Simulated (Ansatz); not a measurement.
Reaction (substitution at a C–O bond): `COB(F)OC` + `FC(F)(F)[SeH]` → `C[Se]C(F)(F)F` + `COB(O)F`

Isolated molecules relaxed with PBE0-D4/def2-TZVP in Ansatz; ΔE leaves out vibrations. CCSD(T)/CBS is the MP2 limit (def2-TZVPP, def2-QZVPP) plus CCSD(T) − MP2 in def2-TZVPP, frozen cores. DFT in def2-TZVPP. HSE06 is defined as in plane-wave codes. For Se outer-core shells are correlated without core-valence functions, which leaves a few kJ/mol of doubt a bond. Scalar relativity is left out up to krypton. One conformer a species, not always the lowest.

(1) Is it downhill or uphill in electronic energy at CCSD(T)/CBS, and by how much? (An estimate is asked.)

(2) What do these levels give: r2SCAN-D4, PBE0-D4, r2SCANh-D4, r2SCAN0-D4, HSE06-D4, PBE-QIDH, PBE, revPBE, PBE0, LC-ωPBE, MP2/def2-TZVPP, CCSD/def2-TZVPP? (Estimate.)

Largest T1 diagnostic among the species: 0.012.

Answers

(1) Computed: Downhill: ΔE = -15.3 kcal/mol.

(2) Ansatz gave: r2SCAN-D4 -14.4, PBE0-D4 -14.6, r2SCANh-D4 -14.5, r2SCAN0-D4 -14.6, HSE06-D4 -14.6, PBE-QIDH -15.3, PBE -14.3, revPBE -14.3, PBE0 -14.4, LC-ωPBE -14.0, MP2/def2-TZVPP -16.6, CCSD/def2-TZVPP -14.3 kcal/mol.

At CCSD(T), def2-SVP lies +5.2 kcal/mol from the extrapolated value and def2-TZVPP +0.5 kcal/mol. In def2-TZVPP, CCSD(T) changes the Hartree–Fock value by −3.0 kcal/mol (the triples alone add −0.4 kcal/mol) and MP2 by −4.9 kcal/mol.
